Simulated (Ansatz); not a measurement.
Single points on the cluster ReO2.

```yaml
crystal:
  periodic: [false, false, false]
  atoms:
    - {symbol: Re, position_ang: [0.529475, -0.015062, 0.082526]}
    - {symbol: O, position_ang: [-0.193991, 1.527054, -0.217837]}
    - {symbol: O, position_ang: [-0.335483, -1.511992, 0.135311]}
basis:
  gaussian: {orbitals: def2-TZVPD, initial_orbitals: start.molden}
magnetization: {spin_polarized: true, initial_magnetization: 1}
hamiltonian: {xc: {name: LC-wPBE, parameters: {omega: 0.15/bohr}}}
scf: {omitted_lower_state_checks: [starts]}
output: {orbitals: {seedname: orbitals}}
```

The file start.molden holds the orbitals of an earlier run on this structure, at another level or in another basis.

```sh
$ ansatz run in.yaml --threads 4 --pin off --events-out ev --progress --plain --max-ram 3916MiB
```

Output, abridged:

```
Functional definition: LC-wPBE
735 factors; their error is unknown
90 factors; integrals over basis functions are off by at most 9.0e-5 eV
mean field evaluation 1: about -6223.9968 eV, gradient 6.2e0 eV
mean field evaluation 2: about -6224.1006 eV, gradient 1.5e-1 eV
mean field evaluation 4: about -6224.0911 eV, gradient 2.9e-2 eV
mean field evaluation 8: about -6224.0912 eV, gradient 6.1e-5 eV
mean field -6224.09124641 eV, -228.7311344650 hartree, gradient 1.2e-5 eV, S^2 1.439146; 0 other end points of the search recorded, 0 dependent functions left out
reference -6224.09124646 eV, -228.7311344670 hartree; 16, 15 occupied and 107, 108 virtual orbitals, 735 factors
Total energy: -6224.09124646 eV, -228.7311344670 hartree
Checks for a lower state left out: starts
```

Hardware: 4 threads of Arm Neoverse V2 on a shared host. Wall time 3 s.

First input, but with `hamiltonian: {xc: r2scan, dispersion: d4}` (abridged; 5.5 s):

```
Functional definition: r2SCAN
mean field evaluation 16: about -6225.1907 eV, gradient 1.4e-5 eV
mean field -6225.19069226 eV, -228.7715383546 hartree, gradient 8.2e-6 eV, S^2 1.567317
Total energy: -6225.20176082 eV, -228.7719451167 hartree
Checks for a lower state left out: starts
```

As the first input, with `gaussian: {orbitals: "def2-TZVPPD.json", initial_orbitals: start.molden}`, `correlation: {method: ccsd_t}`, `scf: {omitted_lower_state_checks: [starts, cluster_reference]}` and without the key `hamiltonian` (abridged; 28 s):

```
Functional definition: HF
mean field -6184.48239352 eV, -227.2755359690 hartree, gradient 5.7e-6 eV, S^2 1.915824
2 core orbitals not correlated: weight in the atoms' cores, before any rotation towards them, 1.000 or more for the frozen orbitals, at most 0.000 for the correlated occupied ones
second order -26.39575786 eV of doubles, -0.00000000 eV of singles
cycle   1  -23.24755053 eV  change     3.1e0 eV  update   2.8e-1
cycle   2  -24.79435654 eV  change    -1.5e0 eV  update   1.7e-1
cycle   3  -25.17613863 eV  change   -3.8e-1 eV  update   6.4e-2
cycle   4  -25.26639920 eV  change   -9.0e-2 eV  update   3.7e-2
cycle   5  -25.28767844 eV  change   -2.1e-2 eV  update   2.1e-2
cycle   6  -25.31436555 eV  change   -2.7e-2 eV  update   1.4e-2
cycle   7  -25.33056357 eV  change   -1.6e-2 eV  update   1.1e-2
cycle   8  -25.34308167 eV  change   -1.3e-2 eV  update   9.1e-3
cycle   9  -25.35781074 eV  change   -1.5e-2 eV  update   7.8e-3
cycle  10  -25.35845953 eV  change   -6.5e-4 eV  update   5.7e-3
[...]
cycle  23  -25.36401756 eV  change   -8.3e-5 eV  update   1.6e-4
cycle  24  -25.36398383 eV  change    3.4e-5 eV  update   1.3e-4
cycle  25  -25.36417325 eV  change   -1.9e-4 eV  update   1.1e-4
cycle  26  -25.36417844 eV  change   -5.2e-6 eV  update   8.2e-5
cycle  27  -25.36429961 eV  change   -1.2e-4 eV  update   4.7e-5
cycle  28  -25.36431617 eV  change   -1.7e-5 eV  update   3.2e-5
cycle  29  -25.36434940 eV  change   -3.3e-5 eV  update   2.2e-5
cycle  30  -25.36436573 eV  change   -1.6e-5 eV  update   1.5e-5
cycle  31  -25.36436345 eV  change    2.3e-6 eV  update   1.1e-5
perturbative correction -1.65502968 eV, -0.0608212190 hartree
WARN: the results are in doubt because among natural orbitals the method converges to other amplitudes
Total energy: -6211.50178665 eV, -228.2684803522 hartree
In doubt: among natural orbitals the method converges to other amplitudes
Checks for a lower state left out: starts, cluster_reference
```

As the first input, with `hamiltonian: {xc: {name: LC-wPBE, parameters: {omega: 0.1/bohr}}}` (abridged; 3.7 s):

```
Functional definition: LC-wPBE
mean field -6224.06209396 eV, -228.7300631322 hartree, gradient 8.2e-6 eV, S^2 1.408044
Total energy: -6224.06209410 eV, -228.7300631372 hartree
Checks for a lower state left out: starts
```

First input, but with `hamiltonian: {xc: pbe, dispersion: d4}` (abridged; 1.2 s):

```
Functional definition: PBE
mean field -6223.39506882 eV, -228.7055504105 hartree, gradient 1.0e-5 eV, S^2 1.401283
Total energy: -6223.44938919 eV, -228.7075466474 hartree
Checks for a lower state left out: starts
```

The first input with `hamiltonian: {xc: {name: LC-wPBE, parameters: {omega: 0.2/bohr}}}` (abridged; 2.9 s):

```
Functional definition: LC-wPBE
mean field -6224.02859548 eV, -228.7288320859 hartree, gradient 3.7e-6 eV, S^2 1.476624
Total energy: -6224.02859551 eV, -228.7288320870 hartree
Checks for a lower state left out: starts
```

The first input with `hamiltonian: {xc: {name: LC-wPBE, parameters: {omega: 0.3/bohr}}}` (abridged; 3 s):

```
Functional definition: LC-wPBE
mean field evaluation 16: about -6223.6509 eV, gradient 4.8e-6 eV
mean field -6223.65090268 eV, -228.7149521314 hartree, gradient 4.8e-6 eV, S^2 1.541506
Total energy: -6223.65090269 eV, -228.7149521319 hartree
Checks for a lower state left out: starts
```

Geometry: PBE-D4/def2-TZVPD, that of the charge -1 singlet.

In the def2 sets Re takes a core potential; there is no spin–orbit coupling. Correlated methods freeze 2 core orbitals; core or outer-core shells of Re are correlated, in sets that lack core-valence functions. At LC-ωPBE (ω = 0.15 bohr⁻¹)/def2-TZVPD, r2SCAN-D4/def2-TZVPD, CCSD(T)/def2-TZVPPD, LC-ωPBE (ω = 0.10 bohr⁻¹)/def2-TZVPD and others the charge 0 doublet is spin-contaminated (final ⟨S²⟩ up to 1.92, 0.75 for a pure state). At CCSD(T)/def2-TZVPPD the program marks the result for the charge 0 doublet as doubtful (other amplitudes). At CCSD(T)/def2-TZVPPD T1 of the charge 0 doublet is large (up to 0.064), so the single-reference result is doubtful. The structure comes from a short search, and lower isomers may exist.
